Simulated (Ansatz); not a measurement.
Consider the cleavage of the B–Si bond: `OB[SiH3]` + `[NH2][AlH2]` → `OB[NH][AlH2]` + SiH₄.

Gas-phase electronic energies from Ansatz, PBE0-D4/def2-TZVP geometries. CBS: MP2 limit from def2 TZ/QZ plus the TZ coupled-cluster correction, frozen cores. This one scheme is used for every species. DFT in def2-TZVPP. B3LYP here is the variant with VWN-RPA as its local correlation; programs differ in this. Each species was taken in one conformer, which may not be the lowest.

```csv
level,ΔE (kJ/mol),difference from CCSD(T)/CBS
LDA (SPW92),-128.6,-0.1
B3LYP-D4,-129.6,-1.1
ωB97X-V,-126.8,1.7
revPBE,-112.3,16.2
r2SCANh,-129.8,-1.3
r2SCAN0,-131.6,-3.1
CAM-B3LYP,-131.3,-2.8
LC-ωPBE,-123.3,5.2
CCSD(T)/def2-TZVPP,-130.3,-1.8
HF/CBS(def2),-139.5,-11.0
CCSD(T)/CBS,-128.5,0
```

Largest T1 diagnostic among the species: 0.014.

From PBE to PBE0 (25 % exact exchange), in def2-TZVPP and without D4, ΔE moves by −5.8 kJ/mol. Leaving LDA and LC-ωPBE aside and taking each functional with its dispersion term where it has one, the values, not all of them listed here, spread over 17.5 kJ/mol, from BHLYP-D4 to PBE-D4. LDA lies −11.5 kJ/mol from PBE without D4. At CCSD(T), def2-SVP lies −10.4 kJ/mol from the extrapolated value and def2-TZVPP −1.8 kJ/mol.
